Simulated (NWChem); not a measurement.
Everything below was run with NWChem. System: H$_{3}$BS, charge 0, spin multiplicity 1, at a geometry optimised with PBE0/def2-SVP. The structure started from a generated list of species. Level: TD-B3LYP/def2-SVPD, VWN1-RPA local correlation.

Output (cleaned and shortened):

```
             Northwest Computational Chemistry Package (NWChem) 7.3.0
             --------------------------------------------------------

                                NWChem Input Module
                                -------------------

 Scaling coordinates for geometry "geometry" by  1.889725989
 (inverse scale =  0.529177249)

 Turning off AUTOSYM since
 SYMMETRY directive was detected!

                             Geometry "geometry" -> ""
                             -------------------------

 Output coordinates in angstroms (scale by  1.889725989 to convert to a.u.)

  No.       Tag          Charge          X              Y              Z
 ---- ---------------- ---------- -------------- -------------- --------------
    1 B                    5.0000     0.79636600     0.91785700     0.00000000
    2 H                    1.0000     0.36797700     2.04375000     0.00000000
    3 H                    1.0000     1.97447400     0.66977800     0.00000000
    4 S                   16.0000    -0.42025700    -0.36633500     0.00000000
    5 H                    1.0000     0.39982900    -1.44144600     0.00000000

 Effective nuclear repulsion energy (a.u.)      42.8799726110

            Nuclear Dipole moment (a.u.)
            ----------------------------
        X                 Y               Z
 ---------------- ---------------- ----------------
    -0.0000037795     0.0000132281     0.0000000000

      Symmetry information
      --------------------

 Group name             Cs
 Group number              2
 Group order               2
 No. of unique centers     5

      Symmetry unique atoms

     1    2    3    4    5


 Summary of "ao basis" -> "" (spherical)
 ------------------------------------------------------------------------------
       Tag                 Description            Shells   Functions and Types
 ---------------- ------------------------------  ------  ---------------------
 *                         def2-svpd                  on all atoms

                                 NWChem DFT Module
                                 -----------------

 Summary of "ao basis" -> "ao basis" (spherical)
 ------------------------------------------------------------------------------
       Tag                 Description            Shells   Functions and Types
 ---------------- ------------------------------  ------  ---------------------
 B                         def2-svpd                 8       20   4s2p2d
 H                         def2-svpd                 4        8   2s2p
 S                         def2-svpd                11       27   5s4p2d

 Summary of "ao basis" -> "ao basis" (spherical)
 ------------------------------------------------------------------------------
       Tag                 Description            Shells   Functions and Types
 ---------------- ------------------------------  ------  ---------------------
 B                         def2-svpd                 8       20   4s2p2d
 H                         def2-svpd                 4        8   2s2p
 S                         def2-svpd                11       27   5s4p2d

      Symmetry analysis of basis
      --------------------------

        a'         51
        a"         20

            General Information
            -------------------
          SCF calculation type: DFT
          Wavefunction type:  closed shell.
          No. of atoms     :     5
          No. of electrons :    24
           Alpha electrons :    12
            Beta electrons :    12
          Charge           :     0
          Spin multiplicity:     1
          Use of symmetry is: off; symmetry adaption is: on
          Maximum number of iterations: 100
          AO basis - number of functions:    71
                     number of shells:    31
          Convergence on energy requested:  1.00D-06
          Convergence on density requested:  1.00D-05
          Convergence on gradient requested:  5.00D-04

              XC Information
              --------------
                         B3LYP Method XC Potential
                     Hartree-Fock (Exact) Exchange  0.200
                        Slater Exchange Functional  0.800 local
                    Becke 1988 Exchange Functional  0.720 non-local
[...]
     Occ.   11  a'  ---  Virt.   24  a'  -0.06770 X
     Occ.   12  a"  ---  Virt.   13  a"   0.97736 X
     Occ.   12  a"  ---  Virt.   13  a"  -0.07446 Y
     Occ.   12  a"  ---  Virt.   18  a"   0.05531 X
  ----------------------------------------------------------------------------
  Root   3 singlet a"             0.248885235 a.u.                6.7725 eV
  ----------------------------------------------------------------------------
     Transition Moments    X -0.00000   Y -0.00000   Z -0.17673
     Transition Moments   XX -0.00000  XY -0.00000  XZ  0.39053
     Transition Moments   YY  0.00000  YZ  1.26434  ZZ -0.00000
     Dipole Oscillator Strength                    0.0051822746
     Electric Quadrupole                           0.0000001438
     Magnetic Dipole                               0.0000039273
     Total Oscillator Strength                     0.0051863457

          sigma_e =   2.0310 Angstrom
          sigma_h =   1.5487 Angstrom
         |d_h->e| =   0.5241 Angstrom
            d_exc =   2.4483 Angstrom
            d_CD1 =   1.0065 Angstrom
            d_CD2 =  -1.2657 Angstrom
            d_CD3 =   2.9724 Angstrom
     Pearson C.C. =   0.1278

     Occ.   10  a'  ---  Virt.   13  a"  -0.76301 X
     Occ.   11  a'  ---  Virt.   13  a"  -0.05155 X
     Occ.   12  a"  ---  Virt.   14  a'  -0.62996 X
     Occ.   12  a"  ---  Virt.   16  a'  -0.09969 X
     Occ.   12  a"  ---  Virt.   17  a'  -0.05037 X
  ----------------------------------------------------------------------------
  Root   4 singlet a"             0.253464252 a.u.                6.8971 eV
  ----------------------------------------------------------------------------
     Transition Moments    X -0.00000   Y -0.00000   Z  0.37134
     Transition Moments   XX  0.00000  XY  0.00000  XZ  0.24330
     Transition Moments   YY -0.00000  YZ  0.80057  ZZ  0.00000
     Dipole Oscillator Strength                    0.0233009762
     Electric Quadrupole                           0.0000000607
     Magnetic Dipole                               0.0000014165
     Total Oscillator Strength                     0.0233024535

          sigma_e =   2.1673 Angstrom
          sigma_h =   1.5097 Angstrom
         |d_h->e| =   0.6663 Angstrom
            d_exc =   2.5731 Angstrom
            d_CD1 =   1.3239 Angstrom
            d_CD2 =  -1.1722 Angstrom
            d_CD3 =   3.2394 Angstrom
     Pearson C.C. =   0.1222

     Occ.   10  a'  ---  Virt.   13  a"  -0.63672 X
     Occ.   11  a'  ---  Virt.   13  a"  -0.05358 X
     Occ.   12  a"  ---  Virt.   14  a'   0.75824 X
     Occ.   12  a"  ---  Virt.   15  a'   0.07581 X
     Occ.   12  a"  ---  Virt.   16  a'   0.07251 X
  ----------------------------------------------------------------------------
  Root   5 singlet a'             0.286510518 a.u.                7.7964 eV
  ----------------------------------------------------------------------------
     Transition Moments    X -0.05112   Y  0.27248   Z  0.00000
     Transition Moments   XX  2.21697  XY  0.67507  XZ  0.00000
     Transition Moments   YY -1.54549  YZ -0.00000  ZZ  0.32944
     Dipole Oscillator Strength                    0.0146807344
     Electric Quadrupole                           0.0000005003
     Magnetic Dipole                               0.0000035423
     Total Oscillator Strength                     0.0146847770

          sigma_e =   2.3773 Angstrom
          sigma_h =   1.6989 Angstrom
         |d_h->e| =   1.1323 Angstrom
            d_exc =   3.0992 Angstrom
            d_CD1 =   1.8107 Angstrom
            d_CD2 =  -0.9058 Angstrom
            d_CD3 =   4.2315 Angstrom
     Pearson C.C. =   0.0266

     Occ.   10  a'  ---  Virt.   14  a'  -0.06283 X
     Occ.   11  a'  ---  Virt.   14  a'  -0.99074 X
  ----------------------------------------------------------------------------
  Root   6 singlet a"             0.294160127 a.u.                8.0045 eV
  ----------------------------------------------------------------------------
     Transition Moments    X -0.00000   Y -0.00000   Z  0.43275
     Transition Moments   XX -0.00000  XY -0.00000  XZ -0.58337
     Transition Moments   YY -0.00000  YZ -1.25291  ZZ  0.00000
     Dipole Oscillator Strength                    0.0367257089
     Electric Quadrupole                           0.0000002589
     Magnetic Dipole                               0.0000000705
     Total Oscillator Strength                     0.0367260383

          sigma_e =   2.5302 Angstrom
          sigma_h =   1.3300 Angstrom
         |d_h->e| =   1.4083 Angstrom
            d_exc =   3.1799 Angstrom
            d_CD1 =   2.6086 Angstrom
            d_CD2 =  -0.5218 Angstrom
            d_CD3 =   4.5882 Angstrom
     Pearson C.C. =   0.0063

     Occ.   12  a"  ---  Virt.   14  a'   0.13513 X
     Occ.   12  a"  ---  Virt.   15  a'  -0.90083 X
     Occ.   12  a"  ---  Virt.   16  a'  -0.37863 X
     Occ.   12  a"  ---  Virt.   17  a'  -0.12137 X
     Occ.   12  a"  ---  Virt.   21  a'  -0.05379 X
  ----------------------------------------------------------------------------
  Root   7 singlet a"             0.306132343 a.u.                8.3303 eV
  ----------------------------------------------------------------------------
     Transition Moments    X -0.00000   Y  0.00000   Z  0.55104
     Transition Moments   XX -0.00000  XY -0.00000  XZ -0.37243
     Transition Moments   YY  0.00000  YZ  0.63036  ZZ  0.00000
     Dipole Oscillator Strength                    0.0619706967
     Electric Quadrupole                           0.0000000819
     Magnetic Dipole                               0.0000000988
     Total Oscillator Strength                     0.0619708775

          sigma_e =   3.1932 Angstrom
          sigma_h =   1.3300 Angstrom
         |d_h->e| =   1.5727 Angstrom
            d_exc =   3.7964 Angstrom
            d_CD1 =   3.4359 Angstrom
            d_CD2 =  -0.6889 Angstrom
            d_CD3 =   5.3691 Angstrom
     Pearson C.C. =   0.0031

     Occ.   12  a"  ---  Virt.   14  a'   0.07040 X
     Occ.   12  a"  ---  Virt.   15  a'   0.37069 X
     Occ.   12  a"  ---  Virt.   16  a'  -0.90158 X
     Occ.   12  a"  ---  Virt.   17  a'   0.18551 X
  ----------------------------------------------------------------------------
  Root   8 singlet a"             0.319489006 a.u.                8.6937 eV
  ----------------------------------------------------------------------------
     Transition Moments    X  0.00000   Y -0.00000   Z  0.17199
     Transition Moments   XX  0.00000  XY  0.00000  XZ  1.04519
     Transition Moments   YY -0.00000  YZ -0.46600  ZZ  0.00000
     Dipole Oscillator Strength                    0.0063007091
     Electric Quadrupole                           0.0000002274
     Magnetic Dipole                               0.0000001452
     Total Oscillator Strength                     0.0063010817

          sigma_e =   3.4906 Angstrom
          sigma_h =   1.3397 Angstrom
         |d_h->e| =   0.8824 Angstrom
            d_exc =   3.8364 Angstrom
            d_CD1 =   3.0333 Angstrom
            d_CD2 =  -1.5327 Angstrom
            d_CD3 =   4.7188 Angstrom
     Pearson C.C. =   0.0043

     Occ.    9  a'  ---  Virt.   13  a"   0.14721 X
     Occ.   12  a"  ---  Virt.   14  a'   0.05140 X
     Occ.   12  a"  ---  Virt.   15  a'   0.19208 X
     Occ.   12  a"  ---  Virt.   16  a'  -0.10338 X
     Occ.   12  a"  ---  Virt.   17  a'  -0.95957 X

              Target root =      1
          Target symmetry = none
      Ground state energy =   -424.739181179306
        Excitation energy =      0.224007254821
     Excited state energy =   -424.515173924484

  stored tddft:energy   -424.51517392448426

 Task  times  cpu:       39.9s     wall:       39.9s

 Total times  cpu:       39.9s     wall:       39.9s
```

Write an NWChem input that would produce this output.

One answer among several that fit: 
```
start mol
memory heap 200 mb stack 900 mb global 1100 mb
geometry units angstroms nocenter noautoz
  B      0.796366     0.917857     0.000000
  H      0.367977     2.043750     0.000000
  H      1.974474     0.669778     0.000000
  S     -0.420257    -0.366335     0.000000
  H      0.399829    -1.441446     0.000000
  symmetry group Cs
end
basis spherical
  * library def2-svpd
end
dft
  xc b3lyp
  semidirect memsize 60000000 filesize 0
  iterations 100
end
tddft
  rpa
  nroots 8
  notriplet
  thresh 1e-4
end
task tddft energy
```
